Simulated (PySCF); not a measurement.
Compound: C₃H₇GeNO₂.
SMILES with atom numbers: `[CH3:1][C:2](=[O:3])[GeH2:4][NH:5][CH:6]=[O:7]` (hydrogens: H8, H9, H10 on C1; H11, H12 on Ge4; H13 on N5; H14 on C6)

The calculation used core-valence-separated Tamm–Dancoff BHandHLYP/aug-pcX-1 (pcseg-1 on H, def2-SVPD on Ge) in PySCF, non-relativistic, gas phase, PBE0-D3(BJ)/def2-SVP geometry.

Computed carbon K-edge spectrum, Gaussian lines of 0.6 eV full width, highest printed point 100; it ends one width below the last computed root. No empirical shift is added; at this level the pattern usually sits a few eV under experiment.

(photon energy (eV), absorption): (282.3, 1), (282.4, 2), (282.5, 5), (282.6, 11), (282.7, 23), (282.8, 41), (282.9, 63), (283.0, 82), (283.1, 91), (283.2, 87), (283.3, 71), (283.4, 50), (283.5, 30), (283.6, 16), (283.7, 7), (283.8, 3), (283.9, 3), (284.0, 6), (284.1, 13), (284.2, 27), (284.3, 47), (284.4, 70), (284.5, 91), (284.6, 100), (284.7, 95), (284.8, 77), (284.9, 54), (285.0, 33), (285.1, 19), (285.2, 13), (285.3, 12), (285.4, 14), (285.5, 17), (285.6, 18), (285.7, 18), (285.8, 17), (285.9, 16), (286.0, 18), (286.1, 21), (286.2, 25), (286.3, 30), (286.4, 34), (286.5, 40), (286.6, 47), (286.7, 54), (286.8, 57), (286.9, 54), (287.0, 46), (287.1, 38), (287.2, 34), (287.3, 37), (287.4, 45), (287.5, 55), (287.6, 61), (287.7, 60), (287.8, 52)

Question: Assign the maxima to core holes.

Answer: 5 maxima:
- 283.1 eV: C2 (carbonyl carbon), 283.12 eV, f = 0.077, 1s→π*, 100 % of the height at the exact maximum
- 284.6 eV: C6 (amide carbonyl carbon), 284.62 eV, f = 0.085, 1s→π*, 100 % of the height at the exact maximum
- 285.6 eV: C1 (methyl carbon next to a carbonyl), 285.59 eV, f = 0.015, 95 % of the height at the exact maximum
- 286.8 eV: C1 (methyl carbon next to a carbonyl), 286.77 eV, f = 0.025, 52 % of the height at the exact maximum; C1 (methyl carbon next to a carbonyl), 286.88 eV, f = 0.021, 42 % of the height at the exact maximum
- 287.6 eV: C2 (carbonyl carbon), 287.65 eV, f = 0.040, 78 % of the height at the exact maximum

Further lines of some strength in the range: C1, 286.27 eV, f = 0.019.

Roots within 0.03 eV on the same or equivalent atoms count as one line; shares under 12 % aren't listed.

Vibrational structure and lifetime widths aren't in the curve. The ionisation threshold wasn't computed; near and above it a finite basis only mimics Rydberg series and continuum. The BHandHLYP/aug-pcX-1 (pcseg-1 on H, def2-SVPD on Ge) calculation is non-relativistic and has no spin–orbit coupling, an omission that weighs most on germanium.

Conformer computed: `[CH3:1][C:2](=[O:3])[GeH2:4][NH:5][CH:6]=[O:7]`: C1–C2–Ge4–N5 -109°, C2–Ge4–N5–C6 54°, Ge4–N5–C6–O7 2°.

One conformer stands for the species.
